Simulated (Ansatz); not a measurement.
A nudged elastic band was laid between two geometries of AlF3 + H2 (6 atoms, charge 0, multiplicity 1).

All numbers below come from Ansatz, RKS B3LYP/def2-SVP.

```yaml
movable_images: 7
climbing_image: yes
spring: 5.0 eV/Å²
optimiser: quadratic models (default)
start_path: through a guess of the saddle point
force_threshold: 0.05 eV/Å
iteration_limit: 60
end_points: relaxed
```

First end point:

```xyz
6
Properties=species:S:1:pos:R:3
Al 0.005 0.093 0.168
F -0.001 0.630 1.733
F 1.427 0.011 -0.667
F -1.418 -0.064 -0.653
H 0.065 -2.031 0.593
H 0.058 -1.723 1.296
```

Last end point:

```xyz
6
Properties=species:S:1:pos:R:3
Al 0.019 -0.523 -0.235
F 0.015 -0.067 1.743
F 1.422 0.260 -0.671
F -1.426 0.188 -0.659
H 0.060 -2.071 0.063
H 0.046 -0.870 2.229
```

What changes between the two ends?

Bonds broken: H5–H6. Bonds formed: Al1–H5, F2–H6. AlF3 + H2 becomes AlF3H2.

Give the energies along the band, and the barrier.

The run converged. The highest image is number 5 of 0 to 8, 28.2 kcal/mol above the first end and 4.2 kcal/mol above the last; the last end lies 24.0 kcal/mol above the first. A vibrational analysis at the climbing image gives one clearly imaginary mode, 725i cm⁻¹: a first-order saddle point. The orbitals stay closed-shell, which can raise the energy where a bond breaks towards radicals; this wasn't checked here.

```json
{"image": "0", "path coordinate (Å)": "0.00", "energy (kcal/mol)": "0.0", "H5–H6 (Å)": "0.77", "Al1–H5 (Å)": "2.17", "F2–H6 (Å)": "2.39"}
{"image": "1", "path coordinate (Å)": "0.24", "energy (kcal/mol)": "0.6", "H5–H6 (Å)": "0.77", "Al1–H5 (Å)": "2.15", "F2–H6 (Å)": "2.12"}
{"image": "2", "path coordinate (Å)": "0.49", "energy (kcal/mol)": "3.5", "H5–H6 (Å)": "0.78", "Al1–H5 (Å)": "2.04", "F2–H6 (Å)": "1.84"}
{"image": "3", "path coordinate (Å)": "0.73", "energy (kcal/mol)": "11.0", "H5–H6 (Å)": "0.82", "Al1–H5 (Å)": "1.89", "F2–H6 (Å)": "1.57"}
{"image": "4", "path coordinate (Å)": "0.98", "energy (kcal/mol)": "23.0", "H5–H6 (Å)": "0.98", "Al1–H5 (Å)": "1.76", "F2–H6 (Å)": "1.31"}
{"image": "5", "path coordinate (Å)": "1.23", "energy (kcal/mol)": "28.2", "H5–H6 (Å)": "1.22", "Al1–H5 (Å)": "1.68", "F2–H6 (Å)": "1.08"}
{"image": "6", "path coordinate (Å)": "1.55", "energy (kcal/mol)": "26.1", "H5–H6 (Å)": "1.62", "Al1–H5 (Å)": "1.61", "F2–H6 (Å)": "0.97"}
{"image": "7", "path coordinate (Å)": "1.87", "energy (kcal/mol)": "24.6", "H5–H6 (Å)": "2.04", "Al1–H5 (Å)": "1.59", "F2–H6 (Å)": "0.95"}
{"image": "8", "path coordinate (Å)": "2.19", "energy (kcal/mol)": "24.0", "H5–H6 (Å)": "2.48", "Al1–H5 (Å)": "1.58", "F2–H6 (Å)": "0.94"}
```

What is the geometry of the highest image?


```xyz
6
Properties=species:S:1:pos:R:3:forces:R:3
Al 0.016 -0.342 -0.079 0.00 -0.03 0.02
F 0.019 -0.043 1.780 -0.01 -0.03 0.02
F 1.443 0.168 -0.743 -0.01 0.01 -0.02
F -1.441 0.099 -0.726 0.01 0.01 -0.02
H 0.057 -1.859 0.639 -0.01 0.00 -0.01
H 0.041 -1.107 1.601 0.01 0.04 0.00
```

What are the harmonic wavenumbers there?

725i, 169, 227, 318, 476, 698, 790, 964, 1141, 1176, 1691, 2160 cm⁻¹.

The band took 9 iterations and of the order of 70 core-seconds.

The run took 38 s on 2 threads of Intel(R) Xeon(R) 6975P-C (Granite Rapids) (shared host), peak memory 0.14 GiB.
